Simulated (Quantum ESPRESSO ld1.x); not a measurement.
Q: Tb24+, configuration [Kr] 4d5 (the NIST ground configuration). All-electron calculation, scalar-relativistic Kohn-Sham, PBE, spin-unpolarised, spherical densities, point nucleus. Program: ld1.x of Quantum ESPRESSO 7.5. Some entries of the table are withheld. Estimate them.

| orbital | occ. | eigenvalue (hartree) | <1/r> (bohr^-1) | <r^2> (bohr^2) |
|---|---|---|---|---|
| 1s | 2 | -1933.42 | 73.12 | (1) |
| 2s | 2 | -343.529 | (2) | 0.009883 |
| 2p | 6 | -308.312 | 15.81 | (3) |
| 3s | 2 | -97.1696 | (4) | 0.06478 |
| 3p | 6 | (5) | 5.891 | 0.06482 |
| 3d | 10 | -72.2733 | 5.589 | 0.05404 |
| 4s | 2 | (6) | 2.839 | 0.2884 |
| 4p | 6 | -34.6092 | 2.662 | 0.3109 |
| 4d | 5 | -29.3876 | 2.465 | 0.3286 |

A: 
(1) 1s <r^2> (bohr^2): 0.0006315
(2) 2s <1/r> (bohr^-1): 16.98
(3) 2p <r^2> (bohr^2): 0.007984
(4) 3s <1/r> (bohr^-1): 6.271
(5) 3p eigenvalue (hartree): -86.3047
(6) 4s eigenvalue (hartree): -38.4732
